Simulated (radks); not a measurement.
Spherical jellium clusters: N electrons in a uniform positive sphere of charge N and radius rs N^(1/3), rs = 2.84 bohr. Calculated with a radial shooting solver with Libxc functionals: non-relativistic Kohn-Sham, LDA (Slater exchange, Perdew-Wang correlation), spin-polarised, spherical densities. Levels are named by radial order and angular momentum (1s, 1p, 1d, 2s, ...), and open shells are averaged over m.

N = 22, configuration 1s2 1p6 1d10 2s2 1f(up 2, down 0). This is the lowest configuration that the search found. Occupied and some empty levels:

| level | occupation | eigenvalue (eV) | <r> (bohr) |
|---|---|---|---|
| 1s up | 1 | -7.8931 | 4.926 |
| 1s down | 1 | -7.7859 | 4.847 |
| 1p up | 3 | -6.4414 | 5.885 |
| 1p down | 3 | -6.2868 | 5.843 |
| 1d up | 5 | -4.6435 | 6.627 |
| 1d down | 5 | -4.4634 | 6.613 |
| 2s up | 1 | -3.8659 | 5.786 |
| 2s down | 1 | -3.7622 | 5.825 |
| 1f up | 2 | -2.6117 | 7.370 |
| 1f down | 0 | -2.4247 | 7.391 |
| 2p up | 0 | -1.8598 | 7.604 |
| 2p down | 0 | -1.7604 | 7.669 |
| 1g up | 0 | -0.49214 | 8.436 |
| 2d up | 0 | -0.35816 | 10.92 |
| 1g down | 0 | -0.32265 | 8.560 |
| 2d down | 0 | -0.28911 | 11.24 |

Energy (eV): total -32.8049, kinetic 69.797, external -1935.3, Hartree 945.31, exchange-correlation -105.58, background 993.01.
